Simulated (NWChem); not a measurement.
Species: C₃HClF₂; SMILES FC=C=C(F)Cl

```xyz
7

F      0.3090    -2.8803    -0.4432
C      0.0756    -1.9515     0.4999
C     -0.1689    -0.6845     0.2339
C     -0.3947     0.5961     0.0333
F     -1.6093     1.1254    -0.1369
Cl     0.8498     1.8041    -0.0442
H      0.1119    -2.3795     1.5190
```
Atoms are numbered in this order, from 1.

Computed with NWChem. The geometry was optimised at PBE-D3(BJ)/def2-SVP. Level: M06-2X/def2-SVP with SMD (1 M gas to 1 M solution), gas-phase geometry.

```csv
solvent,dielectric constant,solvation free energy (kcal/mol),cavity-dispersion-structure term (kcal/mol),dipole in solution (D)
water,78.4,1.6,4.5,2.02
toluene,2.37,-2.0,-0.4,1.77
1-octanol,9.86,-1.5,1.1,1.96
cyclohexane,2.02,-1.7,-0.3,1.73
"1,4-dioxane",2.21,[?],1.1,1.76
diethyl ether,4.24,-2.4,-0.3,1.88
1-propanol,20.5,-1.9,0.9,2.00
```

Q: Some entries are withheld; supply them.

A: 
- 1,4-dioxane, solvation free energy (kcal/mol): -0.4
